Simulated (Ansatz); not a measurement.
`C[O][GaH][SH]` + `[OH][Sn][SH]` → `[SH][GaH][SH]` + `C[O][Sn][OH]`  (redistribution)

Computed with Ansatz on PBE0-D4/def2-TZVP structures; ΔE is electronic, products minus reactants. CCSD(T)/CBS adds triple-zeta CCSD(T) − MP2 to the extrapolated MP2 energy (def2 sets, frozen cores). Functionals use def2-TZVPP. Elements past krypton have def2 core potentials. For Ga, Sn outer-core shells are correlated without core-valence functions, which leaves a few kJ/mol of doubt a bond. Scalar relativity is left out up to krypton. One conformer a species, not always the lowest.

```json
{"level": "CAM-B3LYP-D4", "ΔE (eV)": "-0.09"}
{"level": "ωB97X-V", "ΔE (eV)": "-0.10"}
{"level": "B2PLYP", "ΔE (eV)": "-0.07"}
{"level": "BLYP", "ΔE (eV)": "-0.06"}
{"level": "r2SCAN", "ΔE (eV)": "-0.07"}
{"level": "CAM-B3LYP", "ΔE (eV)": "-0.09"}
{"level": "CCSD(T)/def2-TZVPP", "ΔE (eV)": "-0.08"}
{"level": "MP2/def2-QZVPP", "ΔE (eV)": "-0.10"}
```

Q: What does CCSD(T)/CBS give? (Estimate.)

A: Ansatz gave: -0.10 eV. The listed levels differ from it by 0.01, 0.00, 0.03, 0.04, 0.03, 0.01, 0.02, 0.00 eV.

Largest T1 diagnostic among the species: 0.017.

At CCSD(T), def2-SVP lies +0.05 eV from the extrapolated value and def2-TZVPP −0.1 eV. Leaving LDA and LC-ωPBE aside and taking each functional with its dispersion term where it has one, the values, not all of them listed here, spread over 0.04 eV, from ωB97X-V to BHLYP-D4.
